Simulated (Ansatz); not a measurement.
C4H3F7, SMILES `FC(F)CC(F)(F)C(F)(F)F` at its PBE0-D4/def2-TZVP geometry, where that method's forces vanish. Charge 0, multiplicity 1.

```json
{"atom": "F1", "x (Å)": "1.971", "y (Å)": "0.708", "z (Å)": "0.640"}
{"atom": "C2", "x (Å)": "1.410", "y (Å)": "-0.519", "z (Å)": "0.745"}
{"atom": "F3", "x (Å)": "1.930", "y (Å)": "-1.103", "z (Å)": "1.853"}
{"atom": "C4", "x (Å)": "-0.088", "y (Å)": "-0.405", "z (Å)": "0.924"}
{"atom": "C5", "x (Å)": "-0.902", "y (Å)": "-0.260", "z (Å)": "-0.341"}
{"atom": "F6", "x (Å)": "-0.698", "y (Å)": "-1.323", "z (Å)": "-1.152"}
{"atom": "F7", "x (Å)": "-2.209", "y (Å)": "-0.246", "z (Å)": "-0.004"}
{"atom": "C8", "x (Å)": "-0.650", "y (Å)": "1.007", "z (Å)": "-1.192"}
{"atom": "F9", "x (Å)": "-1.554", "y (Å)": "1.099", "z (Å)": "-2.157"}
{"atom": "F10", "x (Å)": "0.555", "y (Å)": "0.960", "z (Å)": "-1.749"}
{"atom": "F11", "x (Å)": "-0.729", "y (Å)": "2.094", "z (Å)": "-0.429"}
{"atom": "H12", "x (Å)": "1.711", "y (Å)": "-1.111", "z (Å)": "-0.125"}
{"atom": "H13", "x (Å)": "-0.304", "y (Å)": "0.426", "z (Å)": "1.596"}
{"atom": "H14", "x (Å)": "-0.443", "y (Å)": "-1.326", "z (Å)": "1.390"}
```

Q: For each bond, give half the difference of the two atoms' forces along it (eV/Å; positive pushes the atoms apart) under PBE-D4, r2SCAN-D4, B3LYP-D4, ωB97M-V in def2-TZVPP. (Best estimate.)

A: Computed: 
```
  bond  length (Å)  PBE-D4  r2SCAN-D4  B3LYP-D4  ωB97M-V
 F1–C2       1.354    0.57       0.31      0.34     0.23
 C2–F3       1.356    0.57       0.31      0.34     0.22
 C2–C4       1.513   -0.14      -0.03      0.03     0.02
C2–H12       1.094    0.02      -0.14     -0.23    -0.22
 C4–C5       1.511   -0.18      -0.08     -0.02     0.01
C4–H13       1.091    0.10      -0.04     -0.11    -0.10
C4–H14       1.092    0.10      -0.04     -0.11    -0.09
 C5–F6       1.353    0.61       0.31      0.31     0.19
 C5–F7       1.350    0.61       0.32      0.30     0.20
 C5–C8       1.546   -0.33      -0.25     -0.19    -0.22
 C8–F9       1.326    0.60       0.26      0.26     0.17
C8–F10       1.329    0.58       0.27      0.27     0.19
C8–F11       1.330    0.58       0.26      0.27     0.17
```

B3LYP here is the variant with VWN-RPA as its local correlation; programs differ in this.
